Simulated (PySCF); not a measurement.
# Basis-set dependence of excited states

C2H7BO2Si.
Geometry (PBE0-D3(BJ)/def2-SVP, Å), atoms numbered from 1 in this order:
```
atom  x, y, z in Å
O1     2.3574    0.8208   -0.0830
B2     1.0878    0.3744   -0.1087
C3     0.6320   -1.1497   -0.1545
O4    -0.7301   -1.2500   -0.5178
C5    -1.5440   -0.3227    0.1793
Si6   -0.6701    1.3782   -0.0222
H7     3.0201    0.1195   -0.1179
H8     1.2081   -1.7667   -0.8664
H9     0.8104   -1.5994    0.8532
H10   -2.5531   -0.3865   -0.2529
H11   -1.6291   -0.5916    1.2543
H12   -0.8923    2.3194    1.1199
H13   -1.0859    2.0472   -1.2949
```

TDDFT with PBE0 (PySCF), vertical singlets, core orbitals frozen in the response, spherical d and f functions. The structure is a single PBE0-D3(BJ)/def2-SVP conformer in the gas phase; no vibrational or solvent corrections.

```csv
basis,functions,diffuse,S1 (eV),S2 (eV),S3 (eV),S4 (eV),S5 (eV),LUMO (eV),α (au)
6-31G*,102,no,4.30,5.72,6.34,6.76,6.84,-0.56,61.6
def2-SVP,123,no,4.25,5.63,6.31,6.61,6.64,-0.77,64.3
6-31+G*,126,yes,4.26,5.30,5.67,5.70,6.41,-0.87,69.6
def2-SVPD,186,yes,4.21,5.57,5.58,6.00,6.58,-0.97,73.8
aug-cc-pVDZ,205,yes,4.20,5.29,5.59,5.61,6.25,-0.93,75.4
def2-TZVP,234,no,4.19,5.59,5.87,6.11,6.58,-0.91,71.6
def2-TZVPD,297,yes,4.17,5.39,5.56,5.73,6.38,-0.97,75.1
```

How much do these states and the polarisability depend on the basis?

States are compared by their number. Against the largest diffuse basis here (def2-TZVPD, itself not a converged limit), sets without diffuse functions differ by up to 0.13 eV in S1 and 0.46 eV in S5; the smaller diffuse sets differ by up to 0.09 and 0.20 eV. State by state, the largest deviation of a set without diffuse functions is S1 0.13, S2 0.33, S3 0.77, S4 1.03, S5 0.46 eV. The same number needn't mean the same state in each row. Against def2-TZVPD the polarisability deviates by -18% in 6-31G*, -14% in def2-SVP, -7% in 6-31+G*, -2% in def2-SVPD, 0% in aug-cc-pVDZ, -5% in def2-TZVP. A single + in a Pople set puts diffuse functions on heavy atoms only.
